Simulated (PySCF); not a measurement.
Electron correlation in Cd⁺ (cadmium, charge +1)

[Kr] 4d10 5s1, 2S determinant. Computed with PySCF 2.14 in x2c-SVPall, with scalar relativity by spin-free X2C-1e. Frozen: [Kr]; 11 electrons correlated.

MP2 pair energies summed by pair of shells (mhartree):

```
 pair   energy  share (%)
4d-4d  -265.30       91.5
4d-5s   -24.78        8.5
```

Total MP2 correlation energy: -290.08 mhartree.

Same-spin part -109.58 and opposite-spin part -180.50 mhartree; SCS-MP2 scales them by 1/3 and 6/5 to -253.13 mhartree.
